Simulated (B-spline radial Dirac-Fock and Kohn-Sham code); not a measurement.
## Dipole and non-dipole photoemission parameters of I²⁺ 4d3/2

System: I²⁺, [Kr] 4d10 5s2 5p3; threshold 81.11 eV (orbital energy of the model). These are calculated numbers from a radial finite-basis atomic code; the model is Dirac-Hartree-Slater photoionisation with a Latter tail; cross sections with all multipoles, angular parameters from the dipole term and its interference with E2.

For linearly polarised light dσ/dΩ = σ/(4π) [1 + β P₂(cos θ) + (δ + γ cos²θ) sin θ cos φ], with θ from the polarisation vector and φ the angle between the beam and the projection of the electron momentum on the plane normal to the polarisation.

| hν (eV) | σ (kb) | β | γ | δ |
| --- | --- | --- | --- | --- |
| 200 | 252 | -0.473 | 0.088 | 0.048 |
| 209 | 272 | -0.329 | 0.108 | 0.038 |
| 218 | 289 | -0.199 | 0.119 | 0.030 |
| 264 | 334 | 0.275 | 0.113 | 0.007 |
| 324 | 326 | 0.625 | 0.066 | -0.002 |
| 330 | 323 | 0.650 | 0.061 | -0.003 |
| 400 | 278 | 0.873 | 0.015 | -0.003 |
| 570 | 176 | 1.140 | -0.031 | 0.004 |
| 800 | 95.4 | 1.281 | -0.007 | 0.015 |
| 1040 | 54.6 | 1.334 | 0.061 | 0.024 |
| 1450 | 24.7 | 1.346 | 0.204 | 0.037 |
| 1790 | 14.3 | 1.328 | 0.322 | 0.047 |
| 2280 | 7.38 | 1.286 | 0.477 | 0.061 |
| 2290 | 7.29 | 1.286 | 0.480 | 0.062 |
| 2984.4 | 3.37 | 1.219 | 0.668 | 0.082 |
| 3250 | 2.60 | 1.194 | 0.732 | 0.090 |
| 3640 | 1.83 | 1.159 | 0.817 | 0.101 |
| 4200 | 1.17 | 1.110 | 0.928 | 0.118 |
| 5414.7 | 0.506 | 1.018 | 1.127 | 0.156 |
| 6000 | 0.357 | 0.979 | 1.205 | 0.174 |
| 6320 | ? | ? | ? | ? |
| 8047.8 | 0.128 | 0.863 | 1.419 | 0.236 |
| 9470 | 0.0711 | 0.798 | 1.529 | 0.279 |
| 11300 | 0.0370 | 0.727 | 1.638 | 0.332 |
| 13800 | 0.0174 | 0.649 | 1.748 | 0.402 |

Q: Give the values at 6320 eV.

A: σ = 0.299 kb, β = 0.958, γ = 1.245, δ = 0.184.
